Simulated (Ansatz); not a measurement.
Isolated molecules relaxed with PBE0-D4/def2-TZVP in Ansatz; ΔE leaves out vibrations. CCSD(T)/CBS is the MP2 limit (def2-TZVPP, def2-QZVPP) plus CCSD(T) − MP2 in def2-TZVPP, frozen cores. This one scheme is used for every species. DFT in def2-TZVPP. HSE06 is defined as in plane-wave codes. Each species was taken in one conformer, which may not be the lowest.

Reaction (cleavage of the B–Al bond): `O[B](O[SiH3])[AlH][F]` + H–F → `OB(F)O[SiH3]` + `[F][AlH2]`

CCSD(T)/CBS gives -1.82 eV.

**Question.** Another level gave -1.94 eV. Which?
A. HSE06/def2-TZVPP
B. r2SCAN0-D4/def2-TZVPP
C. PBE0-D4/def2-TZVPP
D. B97M-V/def2-TZVPP

**Answer.** B. r2SCAN0-D4 -1.94, B97M-V -2.10, HSE06 -1.81, PBE0-D4 -1.77 eV.

Largest T1 diagnostic among the species: 0.014.

From BLYP to BHLYP (50 % exact exchange), in def2-TZVPP and without D4, ΔE moves by −0.21 eV. At CCSD(T), def2-SVP lies −0.32 eV from the extrapolated value and def2-TZVPP −0.04 eV. The D4 term adds +0.08 eV with B3LYP and +0.05 eV with PBE0; it sums over pairs of atoms, weighted by their polarisabilities, and B3LYP, whose exchange is more repulsive, gets the larger term.

B3LYP here is the variant with VWN-RPA as its local correlation; programs differ in this.
